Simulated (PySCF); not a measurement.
**Löwdin shares of the frontier orbitals**

C₆H₄N₄.
SMILES with atom numbers: `[CH:1]#[C:2][CH2:3][n:4]1[n:5][cH:6][c:7]([C:8]#[N:9])[n:10]1` (hydrogens: H11 on C1; H12, H13 on C3; H14 on C6)

The calculation used TDDFT B3LYP/def2-SVPD, vertical, gas phase, core orbitals frozen in the response (PySCF). Geometry: GFN2-xTB, one conformer, isolated molecule. Torsions of this conformer, `[CH:1]#[C:2][CH2:3][n:4]1[n:5][cH:6][c:7]([C:8]#[N:9])[n:10]1`: C2–C3–N4–N5 -88°.

Kohn–Sham orbitals with the atoms that hold most of them (Löwdin shares over 4%, at most four atoms; ? is withheld):

| orbital | ε (eV) | atoms |
| --- | --- | --- |
| HOMO-3 | -9.06 | N5 46%, N10 31%, C6 6%, N4 5% |
| HOMO-2 | -8.67 | C2 38%, C1 36%, C3 6% |
| HOMO-1 | -8.39 | ? |
| HOMO | ? | ? |
| LUMO | -1.70 | N10 29%, N4 17%, C7 14%, N9 12% |
| LUMO+1 | -0.80 | C6 28%, N5 26%, C7 9%, N9 8% |
| LUMO+2 | -0.03 | C1 28%, C2 24%, C3 12%, H11 8% |

Q: Which atoms hold the HOMO-1, and with what shares?

A: C1 (bonded to C and H) 42%; C2 (bonded to 2 C) 40%; C3 (bonded to C, N and 2 H) 7%; H11 (bonded to C) 4%. By element: carbon 88% or more, hydrogen 4% or more.

Q: Give the leading atoms of the HOMO.

A: C7 (bonded to 2 C and N) 18%; N4 (bonded to C and 2 N) 18%; N9 (bonded to C) 16%; C6 (bonded to C, N and H) 13%. By element: nitrogen 34% or more, carbon 31% or more.

Q: What is the HOMO energy, and the HOMO–LUMO gap?

A: ε(HOMO) = -8.11 eV; the gap is 6.41 eV (0.2356 hartree).

Q: How does S1 compare with the orbital gap of 6.41 eV?

A: S1 is at 5.85 eV (f = 0.0019), 0.56 eV below the gap, made of HOMO-1→LUMO (93%). Its leading pair isn't HOMO and LUMO; the energies of that pair differ by 6.68 eV. Without the coupling terms of the response equations the lowest excitation would equal the gap.

Q: Give energy, strength and leading configuration of S1, S2 and S4, and follow the Löwdin shares of the leading atoms from the occupied to the empty orbital.

A: 
- S1 (5.85 eV, f 0.0019), HOMO-1→LUMO (93%): C1 42% → at most 13%, C2 40% → at most 13%, N10 at most 5% → 29%, N4 at most 5% → 17%
- S2 (5.89 eV, f 0.233), HOMO→LUMO (83%): C7 18% → 14%, N4 18% → 17%, N10 at most 14% → 29%
- S4 (6.23 eV, f 0.053), HOMO-2→LUMO (84%): C2 38% → at most 13%, C1 36% → at most 13%, N10 at most 4% → 29%, N4 at most 4% → 17%

Löwdin shares depend on the basis, the more so with diffuse functions.

Cost: about 2.4 min of CPU time on one thread (grids of density and orbitals included); the machine was shared, so the figure is rough.
